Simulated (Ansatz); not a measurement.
Consider the silylene formation by 1,1-elimination: `C=N[SiH2]O[SiH3]` → `C=N` + `[SiH]O[SiH3]`.

Computed with Ansatz on PBE0-D4/def2-TZVP structures; ΔE is electronic, products minus reactants. CCSD(T)/CBS is the MP2 limit (def2-TZVPP, def2-QZVPP) plus CCSD(T) − MP2 in def2-TZVPP, frozen cores. This one scheme is used for every species. Functionals use def2-TZVPP. B3LYP here is the variant with VWN-RPA as its local correlation; programs differ in this. Each species was taken in one conformer, which may not be the lowest.

```
       level  ΔE (kJ/mol)  difference from CCSD(T)/CBS
      B97M-V        242.4                         -3.5
    BHLYP-D4        258.5                         12.6
      revPBE        211.4                        -34.5
        BLYP        208.2                        -37.7
      r2SCAN        260.6                         14.7
        PBE0        243.7                         -2.2
       B3LYP        227.5                        -18.4
     r2SCAN0        265.7                         19.8
       BHLYP        247.9                          2.0
MP2/def2-SVP        244.8                         -1.1
 CCSD(T)/CBS        245.9                            0
```

Largest T1 diagnostic among the species: 0.014.

Leaving LDA and LC-ωPBE aside and taking each functional with its dispersion term where it has one, the values, not all of them listed here, spread over 43.0 kJ/mol, from BLYP-D4 to r2SCAN0-D4. LDA lies +36.1 kJ/mol from PBE without D4. From r2SCAN to r2SCAN0 (25 % exact exchange), in def2-TZVPP and without D4, ΔE moves by +5.1 kJ/mol.
